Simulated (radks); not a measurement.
Excited configurations of the rubidium ion Rb+: one electron is placed in a higher orbital outside [Ar] 3d10 4s2 4p5. The ground configuration is [Kr]. All-electron calculation, scalar-relativistic Kohn-Sham, r2SCAN, spin-polarised, spherical densities, finite nucleus; open shells are filled with parallel spins first (spin-orbit coupling, left out, can overturn this in heavy ions); meta-GGA in the generalised Kohn-Sham scheme; Fermi nuclear charge, rms radius 4.2036 fm. Program: a radial shooting solver on a logarithmic mesh with Libxc functionals. Excitation = E - E(ground); binding = E(ion) - E, where the ion is the core of charge +2; n* = 2/sqrt(2 binding) in atomic units, and the quantum defect is n - n*.

| outer orbital | excitation (eV) | binding (eV) | n* | quantum defect | eigenvalue (eV) | <r> (bohr) |
|---|---|---|---|---|---|---|
| 4d | 18.997 | 8.814 | 2.485 | 1.515 | -5.570 | 3.116 |
| 5s | 17.265 | 10.547 | 2.272 | 2.728 | -8.497 | 4.031 |
| 5p | 20.110 | 7.701 | 2.658 | 2.342 | -6.076 | 5.027 |
| 5f | 25.548 | 2.264 | 4.903 | 0.097 | -1.734 | 15.32 |
| 6s | 22.691 | 5.121 | 3.260 | 2.740 | -4.128 | 8.162 |
| 6p | 23.714 | 4.098 | 3.644 | 2.356 | -3.293 | 9.783 |
| 6d | 25.043 | 2.769 | 4.434 | 1.566 | -2.175 | 13.71 |
| 7s | 24.772 | 3.039 | 4.232 | 2.768 | -2.463 | 13.72 |

The Delta-SCF ionisation energy is 27.812 eV (NIST Atomic Spectra Database: 27.290 eV, measured). Self-interaction in the functional shifts the binding energies and quantum defects, so they are the method's values and not measured ones. Open shells are spherical and high-spin; term and fine-structure splittings are not resolved.
